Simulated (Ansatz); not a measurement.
Basis-set series for CH₅BOSi, SMILES `CB1O[SiH2]1`. Charge 0, multiplicity 1. The structure was optimised at the PBE0-D4/def2-TZVP level.

```json
{"atom": "C1", "x (Å)": "-0.4493", "y (Å)": "-0.3543", "z (Å)": "-1.5316"}
{"atom": "B2", "x (Å)": "0.0645", "y (Å)": "-0.0269", "z (Å)": "-0.1111"}
{"atom": "O3", "x (Å)": "1.2911", "y (Å)": "0.0771", "z (Å)": "0.4324"}
{"atom": "Si4", "x (Å)": "0.1816", "y (Å)": "0.4097", "z (Å)": "1.7430"}
{"atom": "H5", "x (Å)": "0.3681", "y (Å)": "-0.5356", "z (Å)": "-2.2339"}
{"atom": "H6", "x (Å)": "-1.0670", "y (Å)": "0.4664", "z (Å)": "-1.9082"}
{"atom": "H7", "x (Å)": "-1.0972", "y (Å)": "-1.2355", "z (Å)": "-1.5043"}
{"atom": "H8", "x (Å)": "0.3319", "y (Å)": "-0.5813", "z (Å)": "2.8368"}
{"atom": "H9", "x (Å)": "0.3763", "y (Å)": "1.7802", "z (Å)": "2.2767"}
```

| functional | basis | functions | energy (Eh) | HOMO (eV) | LUMO (eV) |
| --- | --- | --- | --- | --- | --- |
| PBE0-D4 | def2-SVP | 85 | -430.22692 | -6.79 | -0.28 |
| PBE0-D4 | def2-TZVPP | 205 | -430.49197 | -6.80 | -0.59 |
| ωB97M-V | def2-SVP | 85 | -430.42469 | -8.88 | 1.66 |
| ωB97M-V | def2-TZVPP | 205 | -430.69617 | -8.92 | 1.16 |

Q: Give the rows for def2-QZVPP. (Estimate.)

A: Computed: 
```tsv
functional	basis	functions	energy (Eh)	HOMO (eV)	LUMO (eV)
PBE0-D4	def2-QZVPP	391	-430.51008	-6.82	-0.69
ωB97M-V	def2-QZVPP	391	-430.71300	-8.93	0.90
```

Positive LUMOs are unbound and depend on the basis.
